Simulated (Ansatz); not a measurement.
One change: `[NH2][Sn][Br]` becomes `[NH2][Sn][NH2]`.

Ansatz, PBE0-D4/def2-TZVP geometries, multiplicity 1. Each molecule was computed in one conformer, which needn't be the lowest.

Elements past krypton have def2 core potentials. Scalar relativity is left out up to krypton.

| property | `[NH2][Sn][Br]` |
| --- | --- |
| ideal-gas entropy at 298 K and 1 bar (rigid rotor, harmonic PBE0-D4/def2-TZVP) / J/(mol·K) | 321 |
| HOMO–LUMO gap (PBE0/def2-TZVPP) / eV | 5.20 |
| HOMO energy (ωB97M-V/def2-TZVPP) / eV | -9.42 |
| HOMO energy (PBE0/def2-TZVPP) / eV | -7.36 |
| size of the dipole moment (B3LYP/def2-TZVPP) / D | 3.28 |
| LUMO energy (PBE0/def2-TZVPP) / eV | -2.17 |

What does the change do to each property? (Estimate.)

Computed: 
```json
{"property": "ideal-gas entropy at 298 K and 1 bar (rigid rotor, harmonic PBE0-D4/def2-TZVP) / J/(mol·K)", "`[NH2][Sn][NH2]`": "311", "shift": "-10"}
{"property": "HOMO–LUMO gap (PBE0/def2-TZVPP) / eV", "`[NH2][Sn][NH2]`": "5.50", "shift": "0.30"}
{"property": "HOMO energy (ωB97M-V/def2-TZVPP) / eV", "`[NH2][Sn][NH2]`": "-8.95", "shift": "0.47"}
{"property": "HOMO energy (PBE0/def2-TZVPP) / eV", "`[NH2][Sn][NH2]`": "-6.62", "shift": "0.74"}
{"property": "size of the dipole moment (B3LYP/def2-TZVPP) / D", "`[NH2][Sn][NH2]`": "0.49", "shift": "-2.79"}
{"property": "LUMO energy (PBE0/def2-TZVPP) / eV", "`[NH2][Sn][NH2]`": "-1.12", "shift": "1.05"}
```

With PBE0 the HOMO rises by 0.74 eV and the LUMO rises by 1.05 eV, so the gap widens by about 0.31 eV. PBE moves the HOMO by 1.01 eV and ωB97M-V by 0.47 eV. The zero-point energy changes by 61.6 kJ/mol with +6 modes. Dipoles are sizes alone; their direction can turn.

B3LYP here is the variant with VWN-RPA as its local correlation; programs differ in this.

Spin–orbit coupling is left out; it splits and shifts lone-pair levels of the heavy atoms by tenths of an eV.
